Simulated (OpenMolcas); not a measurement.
Computed levels of 2s2 2p3 in ions with 7 electrons, in cm-1 above 4S* 3/2.

```yaml
Program: OpenMolcas 26.06
Method: RASSCF
Basis: ANO-R3
Scalar_Hamiltonian: X2C, finite nucleus
Spin-orbit_coupling: state interaction with AMFI integrals over the reference wave functions, term energies averaged over their components
```

Active space for each ion: 3 electrons in 9 orbitals (RAS2 2p; RAS3 3s 3d, at most 1 electron).

```csv
Level,N,O+,Ne3+
2D* 3/2,23010,30579,45077
2D* 5/2,23011,30581,45096
2P* 1/2,37992,50641,74852
2P* 3/2,37993,50643,74877
```

Question: Estimate 2D* 3/2, 2D* 5/2 for F2+ from its neighbours O+ and Ne3+.

Answer: 2D* 3/2 is another term, which grows about linearly with the charge: (30579 + 45077) / 2 = 37828. The calculation gives 37876, so the estimate is off by -0.1 %.
2D* 5/2 is another term, which grows about linearly with the charge: (30581 + 45096) / 2 = 37838. The calculation gives 37882, so the estimate is off by -0.1 %.

With the s shell closed, the reference lacks s² → p² mixing. Without dynamic correlation excited terms often stand tens of per cent too high (terms of higher spin than the ground term too low), and those without a measured partner can miss by more than the paired ones (holds for N; O+). No level of 2s2 2p2 3d was computed, though it lies in the active space (holds for O+). Only configurations of the active space appear.

* marks odd parity.
